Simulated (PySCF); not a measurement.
Molecule: `Clc1ccccn1`, C₅H₄ClN.

Atoms are numbered as in `[Cl:1][c:2]1[cH:3][cH:4][cH:5][cH:6][n:7]1` (H(Xn): hydrogen on atom n).

Geometry PBE0-D3(BJ)/def2-SVP throughout; GIAO in PySCF 2.14.0 with density-fitted response routines, gas phase, one conformer, non-relativistic; equivalent atoms averaged; basis pcSseg-1.

For orientation, PBE gives these absolute shieldings σ: Cl1 590.9, C2 17.8, C6 27.6, C4 40.2, C3 51.5, C5 55.6, N7 -81.3, H(C6) 22.82, H(C4) 23.75 ppm.

A run gave: Cl1 635.1, C2 23.8, C6 31.9, C4 43.6, C3 56.4, C5 60.2, N7 -78.4, H(C6) 22.94, H(C4) 23.81 ppm (absolute shieldings σ).

Question: Which functional was used in that run?
A. LC-wPBE
B. KT2
C. BLYP
D. HF
E. B97-2

Answer: E. Cl1 tells them apart best: B97-2 gives 635.1, HF gives 726.0, KT2 gives 621.3, BLYP gives 579.0, LC-wPBE gives 654.8 ppm.
